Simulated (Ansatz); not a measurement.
Ansatz results at the PBE0-D4/def2-TZVP geometry: HOMO energy (ωB97M-V/def2-TZVPP) -9.31 eV; LUMO energy (PBE/def2-TZVPP) -1.72 eV; HOMO–LUMO gap (PBE/def2-TZVPP) 3.86 eV.

Each molecule was computed in one conformer, which needn't be the lowest.

(1) Which molecule gave them?
A. `BN(C)[SiH2]C`
B. `CBC(N)[SiH3]`
C. `CBN(C)[SiH3]`
D. `BN([SiH3])CC`

Answers

(1) B. The others give `BN([SiH3])CC`: -10.23, -1.13, 5.60; `CBN(C)[SiH3]`: -10.05, -0.55, 5.96; `BN(C)[SiH2]C`: -10.12, -0.98, 5.63.
